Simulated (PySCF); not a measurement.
Boric acid, BH3O3.
Bonds: O1–B2, B2–O3, B2–O4. Hydrogens: H5 on O1; H6 on O3; H7 on O4.

Torsions of this conformer, `[OH:1][B:2]([OH:3])[OH:4]`: H–O1–B2–O3 0°, H–O3–B2–O1 0°, H–O4–B2–O1 0°.

The closed-shell ground state was solved at several levels (PySCF, density fitting, gas phase, non-relativistic). One conformer (not necessarily the lowest) at the GFN2-xTB geometry, without solvent, vibrations or thermal averaging.

| level | basis functions | HOMO (eV) | LUMO (eV) | gap (eV) | dipole (D) |
| --- | --- | --- | --- | --- | --- |
| PBE0/pcSseg-1 | 83 | -9.10 | 0.56 | 9.66 | 3.13 |
| B3LYP/def2-SVPD | 113 | -9.08 | -0.75 | 8.33 | 2.90 |

(1) What might B3LYP/pcJ-1 (138 basis functions) give for the same quantities?

(2) Over all these levels, which gives the widest orbital gap and which the narrowest?

(3) How far do the dipole and the HOMO energy spread over the levels?

## Answers

(1) HOMO -8.76 eV, LUMO 0.14 eV, gap 8.90 eV, dipole 3.19 D.

(2) PBE0/pcSseg-1 (global hybrid, 25 % exact exchange) has the widest, 9.66 eV, and B3LYP/def2-SVPD (global hybrid, 20 % exact exchange) the narrowest, 8.33 eV. Functional and basis both differ between the two, so the spread mixes both effects.

(3) The dipole runs from 2.90 to 3.19 D (mean 3.07 D) and the HOMO from -9.10 to -8.76 eV.
